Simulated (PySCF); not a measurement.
# Spinor energies of Cr²⁺ (chromium, charge +2)

Start: [Ar] 3d3 4s1; 3d5/2 filled at m_j = +1/2, +3/2, +5/2; 4s1/2 filled at m_j = +1/2. Calculated with PySCF 2.14 in x2c-TZVPall-2c with one added diffuse shell each of s, p, d type (7s8p5d1f, 63 functions): generalised Hartree-Fock with the X2C-1e Hamiltonian and a Gaussian nucleus; one run each with spin-orbit coupling (SO) switched off, then screened by Boettger's factors. This is a chosen level, not necessarily the ground level.

| spinor shell | electrons | ε, spin-free (eV) | ε, screened SO (eV) | weight of nominal j (screened SO) | rms radius, screened SO (bohr) |
| --- | --- | --- | --- | --- | --- |
| 1s1/2 | 2 | -6072.4 | -6072.4 | 1.000 | 0.0734 |
| 2s1/2 | 2 | -754.72 | -754.73 | 1.000 | 0.316 |
| 2p1/2 | 2 | -635.80 | -641.60 | 0.990 | 0.285 |
| 2p3/2 | 4 | -635.80 | -632.99 | 0.995 | 0.288 |
| 3s1/2 | 2 | -121.19 | -121.20 | 1.000 | 0.952 |
| 3p3/2 | 4 | -85.454 | -86.053 | 0.834 | 1.02 |
| 3p1/2 | 2 | -85.454 | -84.295 | 0.668 | 1.02 |
| 3d5/2 | 3 | -39.607 | -39.591 | 0.789 | 1.23 |
| 4s1/2 | 1 | -24.085 | -24.086 | 1.000 | 2.88 |

| quantity | spin-free | screened SO |
| --- | --- | --- |
| E (hartree) | -1048.65000 | -1048.65965 |
| M_J | 5 | 5 |
| ⟨J²⟩ | 30.005 | 30.004 |
| ⟨L²⟩ | 12.004 | 12.009 |
| ⟨S²⟩ | 6.000 | 5.999 |

Each row is a mean over spinors that exchange with the open shell spreads, by up to 11.703 eV (3p3/2).

Rows whose weight is well below 1 are mixtures of j = l ± 1/2: exchange outweighs spin-orbit coupling there, and the label is only the starting occupation.

Without spin-orbit coupling the j labels of p, d and f shells carry no meaning; the spin-free column gives the mean over the occupied spinors of each nl shell.
